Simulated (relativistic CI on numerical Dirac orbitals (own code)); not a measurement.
Calculated at this level of theory: Dirac-Coulomb-Breit CI, KLI orbitals optimised for each configuration, model QED, unscaled Slater integrals (own radial code, finite nucleus).

The strongest absorption lines from the ground level of an ion, among the configurations computed and to levels below about 107 eV (vacuum wavelength in nm, gf): 11.564 (5.8), 12.212 (0.17), 12.785 (2.8), 14.638 (0.49), 14.815 (0.31), 15.194 (4.2), 22.783 (0.17), 23.197 (0.92).

(1) Which ion is it?
A. Sn V
B. Te VII
C. Te IX
D. Xe IX

## Answers

(1) B. Te VII has 46 electrons and the ground level 4p⁶4d¹⁰ ¹S0; the strongest line goes to 4p⁶4d⁹6f ¹P°1. The pattern of lines fixes the number of electrons, and along that sequence the line energies rise steadily with the charge (about as its square where n changes within one kind of shell, about linearly where n is kept but much faster in heavy ions where fine structure, which grows about as Z⁴, sets the gap, and irregularly where shells cross), which fixes Z. Configurations outside the model, such as inner-shell arrays, can give stronger lines. At this charge configurations can still be misplaced by up to about 7 % of their energy. Levels and lines within the n = 5 or 6 shells can be off by up to 10 % or somewhat more, and those that change n by about 2 %, since core polarisation is missing. 12 of the 14 excited levels that our extract of the measured tables holds in this range could be paired (the sources list more); they are missed by 1508 cm⁻¹ on average and 3318 at most, and levels without a partner can miss by more.

LS names give the leading component of a level, which can be under half, so a name can repeat, a term be missing and a line seem to break the LS rules.
